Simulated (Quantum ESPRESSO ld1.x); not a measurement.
Task: These are the eigenvalues of the occupied orbitals of an atom or ion with whole-number occupations (hartree). Method: scalar-relativistic Kohn-Sham, PBE, spin-unpolarised, spherical densities, point nucleus; computed with ld1.x of Quantum ESPRESSO 7.5.

| orbital | eigenvalue |
|---|---|
| 1s | -2047.22 |
| 2s | -348.696 |
| 2p | -309.752 |
| 3s | -83.7104 |
| 3p | -71.8105 |
| 3d | -56.7236 |
| 4s | -22.4235 |
| 4p | -18.4804 |
| 4d | -13.1446 |
| 5s | -8.17679 |
| 4f | -7.21264 |

Which element is it, and in what charge state? The configuration may be excited.

Result: Z = 67, holmium, charge +11: Ho11+ in [Kr] 4d10 4f8 5s2. The list shows which subshells hold electrons but not how many an open one holds; the 1s level, -2047.2 hartree, gives Z - s = 64.0 by -(Z - s)^2/2, which with screening and relativity narrows Z to a few neighbours, and the depths of the outer levels then fix element, charge and occupations together.
